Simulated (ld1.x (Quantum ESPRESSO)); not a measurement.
# An all-electron radial function and its pseudo partner (tungsten)

Columns: radius, all-electron u(r) and pseudo u(r) of the 6p shell (level -1.36 eV) of tungsten in the configuration [Kr] 4d10 4f14 5s2 5p6 5d4 6s2 6p0; PBE, scalar-relativistic, PAW scheme, ld1.x (Quantum ESPRESSO) 7.5.

| r (bohr) | all-electron | pseudo |
| --- | --- | --- |
| 0.108 | -0.0524 | -0.0205 |
| 0.215 | -0.0189 | -0.0781 |
| 0.322 | 0.1015 | -0.1638 |
| 0.430 | 0.1008 | -0.2655 |
| 0.538 | 0.0197 | -0.3669 |
| 0.645 | -0.0734 | -0.4520 |
| 0.752 | -0.1453 | -0.5097 |
| 0.860 | -0.1866 | -0.5323 |
| 0.968 | -0.1979 | -0.5169 |
| 1.075 | -0.1855 | -0.4671 |
| 1.182 | -0.1559 | -0.3902 |
| 1.290 | -0.1146 | -0.2953 |
| 1.398 | -0.0664 | -0.1938 |
| 1.505 | -0.0156 | -0.0963 |
| 1.612 | 0.0360 | -0.0085 |
| 1.720 | 0.0869 | 0.0669 |
| 1.828 | 0.1356 | 0.1289 |
| 1.935 | 0.1809 | 0.1796 |
| 2.042 | 0.2229 | 0.2228 |
| 2.150 | 0.2617 | 0.2617 |
| 2.258 | 0.2970 | 0.2970 |
| 2.365 | 0.3285 | 0.3285 |
| 2.472 | 0.3565 | 0.3565 |
| 2.580 | 0.3816 | 0.3816 |
| 2.688 | 0.4034 | 0.4034 |
| 2.795 | 0.4222 | 0.4222 |

**Question.** How many radial nodes do the two functions have?

**Answer.** The all-electron 6p function has n − l − 1 = 4 (the table is too coarse to show those close to the nucleus); the pseudo-wave has 1, since 1 lower shell of the same l stays in the valence.

**Question.** At about which radius was the pseudo-wave matched?

**Answer.** 2.15 bohr. The columns agree to 0.0005 from 2.04 bohr on; several derivatives are matched, so the curves merge somewhat inside the radius.

**Question.** Is the pseudo-wave norm-conserving?

**Answer.** No, it belongs to a PAW set: the norm inside the radius is not constrained, and the difference is carried by the augmentation charge.
